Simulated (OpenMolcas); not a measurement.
GeClF: a line through the functionals

GeClF has 3 atoms, charge 0, and is taken as a singlet. SMILES: `[F][Ge][Cl]`. The shape is that of a PBE0-D4/def2-TZVP optimisation.

The electronic atomisation energy y, in eV, basis def2-TZVP; a is the functional's share of exact exchange. Programs: OpenMolcas 26.06.

| functional | program | a | y (eV) |
| --- | --- | --- | --- |
| TPSS | OpenMolcas | 0 | 9.84 |
| r2SCAN | OpenMolcas | 0 | 9.82 |
| B3LYP | OpenMolcas | 0.2 | 9.56 |
| PBE0 | OpenMolcas | 0.25 | ? |
| BHLYP | OpenMolcas | 0.5 | 8.98 |

Fit y = c + s·a to the known rows and predict PBE0.


1. Means of the 4 rows: a = 0.1750, y = 9.550.
2. Σ(Δa)² = 0.1675, Σ(Δa·Δy) = -0.283, so the slope is -0.283/0.1675 = -1.6896.
3. Intercept: 9.550 − (-1.6896) × 0.1750 = 9.846. The largest residual of the fit is 0.052.
4. PBE0: 9.846 + (-1.6896) × 0.25 = 9.42 eV.

The run gave 9.58 eV, so the prediction is off by -0.16 eV, more than the largest residual. The rows mix families of semi-local functionals, which the line can't see.
